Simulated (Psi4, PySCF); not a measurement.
The Psi4 input:
```
memory 2 GB

molecule {
1 1
  Na    0.00000000    0.00000000    0.00000000
}

set basis 6-31g*
set scf_type pk
set puream true
set d_convergence 1e-8

energy('scf')
print_variables()
```

Give the equivalent PySCF input.

This is not unique; one that fits is 
```python
from pyscf import gto, scf

mol = gto.M(
    atom='''
Na    0.000000    0.000000    0.000000
''',
    basis='6-31g*',
    charge=1,
    spin=0,
    verbose=4,
)

mf = scf.RHF(mol)
mf.kernel()
```

Both were run: Psi4 gave -161.659277 Eh and PySCF -161.659277 Eh, 0.000 mEh apart.
